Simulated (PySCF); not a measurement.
## From computed data to an observable: chemical shift, span and skew from a shielding tensor

4H-1,3,5-dioxazine (C3H5NO2), SMILES C1=NCOCO1. Atoms are numbered in the order given.

```xyz
11

C      1.3212    -0.1036     0.2166
N      0.8986     1.0778     0.0573
C     -0.4974     1.2567    -0.2438
O     -1.1624     0.0539    -0.6014
C     -0.8200    -0.9642     0.2691
O      0.5765    -1.2321     0.2242
H      2.3857    -0.3211     0.3753
H     -0.5984     1.9263    -1.1104
H     -0.9972     1.7324     0.6234
H     -1.3339    -1.8832    -0.0396
H     -1.0821    -0.7068     1.3163
```

The structure is a stationary point at ωB97X-D3(BJ)/def2-SVP. Other conformers were not sampled.

GIAO shieldings from PBE/pcSseg-1 (PySCF), non-relativistic, no solvent. The symmetric part of the tensor of C1 has the principal values -62.2, 61.2, 89.1 ppm. The same nucleus in TMS has σ = 182.0 ppm at this level (PySCF, at its B3LYP-D3(BJ)/def2-TZVP geometry).

Work out the isotropic shielding, the ¹³C shift against TMS, the span and the skew.


σ(iso) = (σ11 + σ22 + σ33)/3 = 29.4 ppm. δ = σ(ref) − σ(iso) = 182.0 − (29.4) = 152.6 ppm.
Span Ω = σ33 − σ11 = 151.3 ppm. Skew κ = 3(σ(iso) − σ22)/Ω = -0.63. Tumbling in solution averages the tensor to δ; in a static solid the shielding alone would spread this spin-1/2 line over Ω.
